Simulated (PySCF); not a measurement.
CaCl$_{2}$, charge -1, doublet, at a GFN2-xTB geometry (such geometries of metal compounds can be far from the true shape) (a state made from the parent by changing its charge; the spin is typed, not shown lowest) (in this run its highest filled SCF level lies above zero, so its values depend strongly on the basis, on diffuse functions most of all). Base run: PySCF with BLYP/STO-3G.

The PySCF input:
```python
from pyscf import gto, scf, dft

mol = gto.M(
    atom='''
Ca    0.21041032   -0.79122363    0.00034680
Cl    1.53102219    0.90477583   -1.61871510
Cl   -1.77856375    0.02607551    1.61830710
''',
    basis='sto-3g',
    charge=-1,
    spin=1,
    verbose=4,
)

mf = dft.UKS(mol)
mf.xc = 'blyp'
mf.kernel()
mf.analyze()
```

Each row names what was changed in the base input (with any setting that the change needs).

| change | ΔE vs base (µEh) | grid points | electrons on the grid |
|---|---|---|---|
| base | 0.0 | 58184 | 55.00000 |
| grids.level = 5 | -3.7 | 130832 | 55.00000 |
| grids.level = 2 | 8.1 | 36568 | 54.99999 |
| grids.atom_grid = (50, 194) | 80.3 | 18744 | 55.00001 |
| grids.atom_grid = (75, 302) | 9.6 | 40376 | 54.99999 |
| grids.prune = off | 0.2 | 108504 | 55.00000 |
| grids.atom_grid = (150, 974) | -3.0 | 218016 | 55.00000 |
| grids.radi_method = gauss_chebyshev | -1.1 | 56048 | 55.00000 |
| grids.atom_grid = (99, 590) | -1.6 | 88056 | 55.00000 |
| grids.radi_method = mura_knowles | -0.5 | 53792 | 55.00000 |
| small_rho_cutoff = 0 | 0.0 | 58184 | 55.00000 |

Open shells are given as the SCF converged; they aren't shown to be the lowest states, and a large step between rows can be another state.
